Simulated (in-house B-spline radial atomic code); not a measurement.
**Kr: [Ar] 3d10 4s2 4p6**

Method: Dirac-Kohn-Sham PW91, spherical fractional occupations, Fermi nucleus of rms radius 4.1884 fm. Calculated with a radial B-spline atomic code at the basis-set limit.

Effective charges: Z_r = [3n² - l(l+1)]/(2<r>) from the radius, Z_e = n√(-2ε) from the energy, and Slater's rules. Values are occupation-weighted means over j. An effective charge above Z reflects the relativistic contraction of the inner shells.

| shell | electrons | ε (eV) | <r> (bohr) | Z_r | Z_e | Slater |
| --- | --- | --- | --- | --- | --- | --- |
| 1s | 2 | -14156 | 0.04148 | 36.16 | 32.26 | 35.70 |
| 2s | 2 | -1863.9 | 0.1832 | 32.74 | 23.41 | 31.85 |
| 2p | 6 | -1648.7 | 0.16 | 31.25 | 22.02 | 31.85 |
| 3s | 2 | -263.85 | 0.5302 | 25.46 | 13.21 | 24.75 |
| 3p | 6 | -195.27 | 0.5405 | 23.13 | 11.37 | 24.75 |
| 3d | 10 | -81.474 | 0.5559 | 18.89 | 7.34 | 14.85 |
| 4s | 2 | -23.113 | 1.571 | 15.28 | 5.21 | 8.25 |
| 4p | 6 | -9.3061 | 1.945 | 11.83 | 3.31 | 8.25 |

The least bound orbital is 4p3/2 at -9.093 eV, and it is also the most diffuse (<r> = 1.961 bohr).

Spin-orbit splittings of the orbital energies (j = l + 1/2 above j = l - 1/2 when positive): 2p 53.86 eV, 3p 7.924 eV, 3d 1.303 eV, 4p 0.6404 eV.

For the 1s electron the small component carries 1.71 % of the norm, the zero-frequency Breit interaction raises the level by 23.62 eV, self-energy by 12.54 eV, and vacuum polarisation lowers it by 1.303 eV.
